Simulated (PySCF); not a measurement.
Computed beside measured shifts: C11H12O2

System: C11H12O2 (measured compound), SMILES CCOC(=O)/C=C/c1ccccc1.

Atom-mapped SMILES (hydrogens are numbered by the atom that bears them): [CH3:1][CH2:2][O:3][C:4](=[O:5])/[CH:6]=[CH:7]/[c:8]1[cH:9][cH:10][cH:11][cH:12][cH:13]1

Computed with GIAO PBE0/pcSseg-1, IEF-PCM chloroform, PySCF SCF with an in-house response code, fitting set def2-universal-JFIT up to Ne and JKFIT beyond, grid level 2, non-relativistic, on the PBE0-D3(BJ)/def2-SVP geometry.

One optimised conformer. Values are averaged over the atoms that symmetry or fast rotation interchanges, on this one geometry and without vibrational averaging. Shifts are the reference shielding less the shielding here, at the same level (13C, 1H against isolated TMS; 17O against isolated H2O); nuclei without a reference have shieldings only.

Problem. What shifts does this level give for O5, O3, and how do they compare with measurement?

Solution. 
```tsv
atom	nucleus	computed / ppm	measured / ppm	computed less measured	measured against	medium of the measurement
O5	17O	379.5	335.5	44.0	H2O (external)	CH3CN
O3	17O	227.2	164.8	62.4	H2O (external)	CH3CN
```

Measured values: J.-C. Zhuo, Molecules 4 (1999) 320.
